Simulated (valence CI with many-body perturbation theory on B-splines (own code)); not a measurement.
## Pt⁶³⁺: electric-dipole lines

Method: valence CI with perturbative core correlation (CI+MBPT): five valence electrons over a frozen Dirac-Fock core [Ne], radial functions for each j: 9 s, 9 p, 8 d, 6 f, 3 g, 1 h, with the one-electron correlation potential Σ1 (screened to all orders), the two-electron term Σ2, the three-electron term Σ3, Breit, model QED; selected single and double excitations, second order for the rest (own B-spline code, finite nucleus).

No measured spectrum was set against this ion. As an estimate, large intervals hold to a few tenths of a per cent, small ones and those within an open d or f shell to about a per cent. Among the levels kept, up to 640 cm⁻¹ of a level comes from second order outside the variational space, and about a tenth of that is noise between levels of different J, which matters for small intervals.

Lines 101 to 150 of 223 in falling wavelength, among levels below 8926.9 × 10³ cm⁻¹, chosen from the strongest by gf and those to the six lowest levels. Wavelengths and rates use the calculated energies. Electric multipoles are in the length gauge, E1 and E2 with the static RPA response of the core. Weak lines are less certain than strong ones. Lines between different terms over intervals too small for the method are left out, as are lines whose strength nearly cancels. The highest levels of a list are the least certain.

Levels are named by their leading jj configuration (3d3/2^4 stands for four electrons in 3d with j = 3/2), which in mixed levels can hold well under half, so a name can repeat and another be missing. Letters in brackets count levels of one name in rising energy.

| λ vac (nm) | Upper | Lower | A (s⁻¹) | S (a.u.) with core polarisation | S without |
| --- | --- | --- | --- | --- | --- |
| 4.671 | (3s 3p1/2^2 3p3/2 3d5/2) J=3/2 [a] | (3s^2 3p1/2 3p3/2 3d3/2) J=3/2 [b] | 3.95e+09 | 7.96e-04 | 8.03e-04 |
| 4.582 | (3s^2 3p1/2 3p3/2 3d3/2) J=1/2 [b] | (3s^2 3p1/2 3p3/2^2) J=1/2 | 8.85e+08 | 8.40e-05 | 8.59e-05 |
| 4.560 | (3s^2 3p1/2 3p3/2 3d3/2) J=3/2 [b] | (3s^2 3p1/2 3p3/2^2) J=1/2 | 1.47e+09 | 2.75e-04 | 2.78e-04 |
| 4.528 | (3s 3p1/2^2 3p3/2 3d5/2) J=7/2 [a] | (3s^2 3p1/2 3p3/2 3d3/2) J=5/2 [b] | 2.50e+09 | 9.15e-04 | 9.24e-04 |
| 4.500 | (3s^2 3p1/2 3p3/2 3d3/2) J=5/2 [b] | (3s^2 3p1/2 3p3/2^2) J=5/2 | 3.54e+09 | 9.56e-04 | 9.69e-04 |
| 4.305 | (3s^2 3p1/2 3p3/2 3d3/2) J=5/2 [b] | (3s^2 3p1/2 3p3/2^2) J=3/2 | 7.51e+07 | 1.78e-05 | 1.79e-05 |
| 4.299 | (3s^2 3p1/2 3p3/2 3d3/2) J=3/2 [b] | (3s^2 3p1/2 3p3/2^2) J=5/2 | 2.28e+09 | 3.58e-04 | 3.66e-04 |
| 4.270 | (3s 3p1/2^2 3p3/2 3d5/2) J=1/2 | (3s^2 3p1/2 3p3/2 3d3/2) J=1/2 [b] | 9.05e+09 | 6.96e-04 | 7.03e-04 |
| 4.250 | (3s 3p1/2^2 3p3/2 3d5/2) J=7/2 [b] | (3s^2 3p1/2 3p3/2 3d3/2) J=5/2 [b] | 3.89e+09 | 1.18e-03 | 1.19e-03 |
| 4.146 | (3s^2 3p1/2 3d3/2 3d5/2) J=7/2 [b] | (3s^2 3p1/2 3p3/2 3d5/2) J=5/2 [a] | 2.73e+09 | 7.67e-04 | 7.76e-04 |
| 4.139 | (3s^2 3p1/2 3p3/2 3d3/2) J=1/2 [b] | (3s^2 3p1/2 3p3/2^2) J=3/2 | 1.02e+10 | 7.12e-04 | 7.21e-04 |
| 4.122 | (3s^2 3p1/2 3p3/2 3d3/2) J=3/2 [b] | (3s^2 3p1/2 3p3/2^2) J=3/2 | 1.59e+08 | 2.20e-05 | 2.26e-05 |
| 3.961 | (3s^2 3p1/2 3d3/2 3d5/2) J=5/2 [b] | (3s^2 3p1/2 3p3/2 3d5/2) J=7/2 [a] | 3.38e+09 | 6.22e-04 | 6.30e-04 |
| 3.953 | (3s^2 3p1/2 3d3/2 3d5/2) J=5/2 [a] | (3s^2 3p1/2 3p3/2 3d3/2) J=3/2 [b] | 5.00e+09 | 9.15e-04 | 9.26e-04 |
| 3.916 | (3s^2 3p1/2 3d3/2 3d5/2) J=7/2 [b] | (3s^2 3p1/2 3p3/2 3d5/2) J=7/2 [a] | 9.66e+09 | 2.29e-03 | 2.31e-03 |
| 3.883 | (3s 3p1/2^2 3p3/2 3d5/2) J=3/2 [a] | (3s^2 3p1/2 3p3/2 3d3/2) J=3/2 [a] | 5.79e+09 | 6.70e-04 | 6.78e-04 |
| 3.736 | (3s^2 3p1/2 3p3/2 3d5/2) J=3/2 [a] | (3s^2 3p1/2 3p3/2^2) J=1/2 | 2.48e+09 | 2.55e-04 | 2.58e-04 |
| 3.707 | (3s^2 3p1/2 3p3/2 3d5/2) J=7/2 [a] | (3s^2 3p1/2 3p3/2^2) J=5/2 | 1.31e+09 | 2.63e-04 | 2.66e-04 |
| 3.621 | (3s 3p1/2^2 3p3/2 3d5/2) J=3/2 [a] | (3s 3p1/2^2 3p3/2^2) J=1/2 | 2.24e+10 | 2.10e-03 | 2.12e-03 |
| 3.591 | (3s 3p1/2^2 3p3/2 3d5/2) J=3/2 [a] | (3s 3p1/2^2 3p3/2^2) J=3/2 | 9.10e+10 | 8.32e-03 | 8.42e-03 |
| 3.566 | (3s 3p1/2^2 3p3/2 3d5/2) J=5/2 [b] | (3s^2 3p1/2 3p3/2 3d3/2) J=3/2 [a] | 1.40e+10 | 1.88e-03 | 1.90e-03 |
| 3.559 | (3s^2 3p1/2 3p3/2 3d5/2) J=3/2 [a] | (3s^2 3p1/2 3p3/2^2) J=5/2 | 2.77e+10 | 2.47e-03 | 2.50e-03 |
| 3.524 | (3s 3p1/2^2 3p3/2 3d5/2) J=5/2 [b] | (3s^2 3p1/2 3p3/2 3d3/2) J=5/2 [a] | 5.24e+09 | 6.79e-04 | 6.88e-04 |
| 3.522 | (3s^2 3p1/2 3p3/2 3d5/2) J=5/2 [a] | (3s^2 3p1/2 3p3/2^2) J=5/2 | 1.32e+11 | 1.71e-02 | 1.73e-02 |
| 3.501 | (3s^2 3p1/2 3d3/2 3d5/2) J=7/2 [a] | (3s^2 3p1/2 3p3/2 3d3/2) J=7/2 | 7.20e+10 | 1.22e-02 | 1.23e-02 |
| 3.458 | (3s^2 3p1/2 3d3/2 3d5/2) J=5/2 [a] | (3s^2 3p1/2 3p3/2 3d3/2) J=7/2 | 2.37e+10 | 2.91e-03 | 2.94e-03 |
| 3.453 | (3s^2 3p1/2 3d3/2 3d5/2) J=5/2 [b] | (3s^2 3p1/2 3p3/2 3d3/2) J=3/2 [b] | 2.86e+11 | 3.49e-02 | 3.53e-02 |
| 3.436 | (3s^2 3p1/2 3p3/2 3d5/2) J=3/2 [a] | (3s^2 3p1/2 3p3/2^2) J=3/2 | 2.13e+11 | 1.71e-02 | 1.73e-02 |
| 3.405 | (3s^2 3p1/2^2 3d5/2) J=5/2 | (3s^2 3p1/2^2 3p3/2) J=3/2 | 3.17e+11 | 3.71e-02 | 3.75e-02 |
| 3.405 | (3s 3p1/2^2 3p3/2 3d5/2) J=5/2 [a] | (3s 3p1/2^2 3p3/2^2) J=5/2 | 2.29e+11 | 2.68e-02 | 2.71e-02 |
| 3.401 | (3s^2 3p1/2 3p3/2 3d5/2) J=5/2 [a] | (3s^2 3p1/2 3p3/2^2) J=3/2 | 7.80e+10 | 9.08e-03 | 9.19e-03 |
| 3.387 | (3s 3p1/2^2 3p3/2 3d5/2) J=1/2 | (3s 3p1/2^2 3p3/2^2) J=1/2 | 3.74e+11 | 1.43e-02 | 1.45e-02 |
| 3.376 | (3s^2 3p1/2 3d3/2 3d5/2) J=7/2 [a] | (3s^2 3p1/2 3p3/2 3d3/2) J=5/2 [a] | 2.81e+11 | 4.27e-02 | 4.32e-02 |
| 3.375 | (3s^2 3p1/2 3p3/2 3d5/2) J=3/2 [b] | (3s^2 3p1/2 3p3/2^2) J=1/2 | 3.41e+11 | 2.59e-02 | 2.62e-02 |
| 3.374 | (3s^2 3p1/2 3d3/2 3d5/2) J=5/2 [a] | (3s^2 3p1/2 3p3/2 3d3/2) J=3/2 [a] | 2.15e+11 | 2.45e-02 | 2.47e-02 |
| 3.361 | (3s 3p1/2^2 3p3/2 3d5/2) J=1/2 | (3s 3p1/2^2 3p3/2^2) J=3/2 | 3.05e+10 | 1.14e-03 | 1.16e-03 |
| 3.358 | (3s^2 3p1/2 3d3/2 3d5/2) J=9/2 | (3s^2 3p1/2 3p3/2 3d3/2) J=7/2 | 3.65e+11 | 6.82e-02 | 6.90e-02 |
| 3.339 | (3s^2 3p1/2 3p3/2 3d5/2) J=1/2 | (3s^2 3p1/2 3p3/2^2) J=1/2 | 5.10e+11 | 1.87e-02 | 1.90e-02 |
| 3.336 | (3s^2 3p1/2 3d3/2 3d5/2) J=5/2 [a] | (3s^2 3p1/2 3p3/2 3d3/2) J=5/2 [a] | 1.78e+11 | 1.96e-02 | 1.98e-02 |
| 3.335 | (3s 3p1/2^2 3p3/2 3d5/2) J=7/2 [a] | (3s 3p1/2^2 3p3/2^2) J=5/2 | 3.65e+11 | 5.34e-02 | 5.40e-02 |
| 3.334 | (3s^2 3p1/2 3d3/2 3d5/2) J=5/2 [b] | (3s^2 3p1/2 3p3/2 3d3/2) J=5/2 [b] | 4.45e+10 | 4.88e-03 | 4.94e-03 |
| 3.328 | (3s^2 3p1/2 3p3/2 3d5/2) J=5/2 [b] | (3s^2 3p1/2 3p3/2^2) J=5/2 | 1.52e+11 | 1.66e-02 | 1.68e-02 |
| 3.323 | (3s 3p1/2^2 3p3/2 3d5/2) J=3/2 [b] | (3s 3p1/2^2 3p3/2^2) J=1/2 | 2.74e+11 | 1.99e-02 | 2.01e-02 |
| 3.318 | (3s 3p1/2^2 3p3/2 3d5/2) J=5/2 [b] | (3s 3p1/2^2 3p3/2^2) J=3/2 | 5.45e+11 | 5.89e-02 | 5.97e-02 |
| 3.313 | (3s^2 3p1/2 3d3/2 3d5/2) J=3/2 | (3s^2 3p1/2 3p3/2 3d3/2) J=3/2 [a] | 2.59e+11 | 1.85e-02 | 1.88e-02 |
| 3.310 | (3s^2 3p1/2 3p3/2 3d5/2) J=7/2 [b] | (3s^2 3p1/2 3p3/2^2) J=5/2 | 6.16e+11 | 8.82e-02 | 8.93e-02 |
| 3.308 | (3s^2 3p1/2 3d3/2 3d5/2) J=3/2 | (3s^2 3p1/2 3p3/2 3d3/2) J=1/2 [a] | 1.57e+11 | 1.12e-02 | 1.14e-02 |
| 3.301 | (3s^2 3p1/2 3d3/2 3d5/2) J=7/2 [b] | (3s^2 3p1/2 3p3/2 3d3/2) J=5/2 [b] | 4.26e+11 | 6.05e-02 | 6.12e-02 |
| 3.297 | (3s 3p1/2^2 3p3/2 3d5/2) J=3/2 [b] | (3s 3p1/2^2 3p3/2^2) J=3/2 | 4.31e+10 | 3.05e-03 | 3.09e-03 |
| 3.295 | (3s 3p1/2^2 3p3/2 3d5/2) J=3/2 [a] | (3s 3p1/2^2 3p3/2^2) J=5/2 | 5.94e+10 | 4.20e-03 | 4.25e-03 |
